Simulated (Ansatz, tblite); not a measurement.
Forces on Li₁₂F₁₂ (started as a model of: (LiF)12 cage of four- and six-membered rings) at its r2SCAN-D4/def2-SVP geometry. Total charge 0; singlet.

The xTB rows come from tblite.

GFN2-xTB (tblite), largest force 0.51 eV/Å:

```xyz
24
positions Å, forces eV/Å
Li    2.511   -1.093    2.110   -0.245    0.104   -0.182
F     2.915   -0.132    0.653    0.005   -0.026   -0.111
Li    2.389    1.279    1.667   -0.327   -0.171   -0.142
F     1.890    0.313    3.081   -0.015    0.048    0.038
Li    0.301   -0.498    2.876    0.023    0.094   -0.428
F     1.018   -2.052    2.270   -0.036   -0.051   -0.059
Li    0.372   -2.540    0.733    0.009    0.381   -0.010
F     1.210   -2.095   -0.805    0.028    0.054   -0.068
Li    1.970   -0.472   -0.833   -0.410    0.050    0.302
F     1.008    0.821   -1.715    0.034    0.038   -0.045
Li    0.589    2.252   -0.708   -0.113   -0.423    0.136
F     1.189    2.319    0.974    0.114    0.005    0.008
Li   -0.532    1.929    1.384    0.102   -0.362   -0.263
F    -0.993    0.265    1.891   -0.033    0.023    0.055
F    -1.123    2.539   -0.189   -0.114    0.010   -0.005
Li   -1.985   -0.658    0.650    0.413    0.132   -0.272
F    -1.268   -2.210    0.110   -0.027    0.031    0.082
Li   -0.436   -2.170   -1.493    0.001    0.359    0.130
F    -1.062   -1.205   -2.796    0.034   -0.068    0.040
Li   -0.302    0.440   -2.885   -0.022   -0.045    0.436
Li   -2.347    1.800   -1.169    0.322   -0.215    0.080
F    -2.915    0.157   -0.649   -0.006   -0.059    0.097
Li   -2.529   -0.307   -2.336    0.247    0.035    0.204
F    -1.868    1.316   -2.818    0.017    0.057   -0.022
```

PBE-D4/def2-TZVP (Ansatz), largest force 0.32 eV/Å:

```
Li 0.148 -0.112 0.040
F 0.202 -0.012 -0.087
Li 0.110 0.094 0.019
F 0.066 0.129 0.287
Li -0.085 -0.001 0.096
F -0.006 -0.224 0.126
Li 0.012 -0.107 0.049
F 0.175 -0.136 -0.091
Li 0.060 0.024 -0.057
F 0.084 0.029 -0.087
Li 0.046 0.083 -0.082
F 0.123 0.175 0.067
Li -0.044 0.054 0.104
F -0.083 0.002 0.092
F -0.118 0.190 -0.008
Li -0.060 0.007 0.062
F -0.179 -0.153 0.045
Li -0.014 -0.086 -0.080
F 0.001 -0.173 -0.190
Li 0.086 0.027 -0.091
Li -0.107 0.098 0.012
F -0.203 -0.034 0.080
Li -0.151 -0.090 -0.072
F -0.061 0.214 -0.232
```

r2SCAN-D4/def2-TZVP (Ansatz), largest force 0.13 eV/Å:

```
Li 0.102 -0.076 0.036
F 0.034 -0.001 -0.012
Li 0.072 0.062 0.011
F 0.015 0.045 0.078
Li -0.053 -0.006 0.065
F -0.006 -0.055 0.027
Li 0.008 -0.069 0.035
F 0.049 -0.041 -0.015
Li 0.041 0.020 -0.037
F -0.003 -0.006 -0.005
Li 0.025 0.064 -0.042
F 0.038 0.031 0.020
Li -0.023 0.048 0.060
F 0.003 -0.007 0.003
F -0.037 0.036 -0.009
Li -0.041 0.009 0.041
F -0.050 -0.042 0.001
Li -0.010 -0.054 -0.055
F 0.005 -0.044 -0.043
Li 0.053 0.014 -0.064
Li -0.071 0.065 0.010
F -0.034 -0.004 0.011
Li -0.104 -0.058 -0.057
F -0.014 0.068 -0.060
```
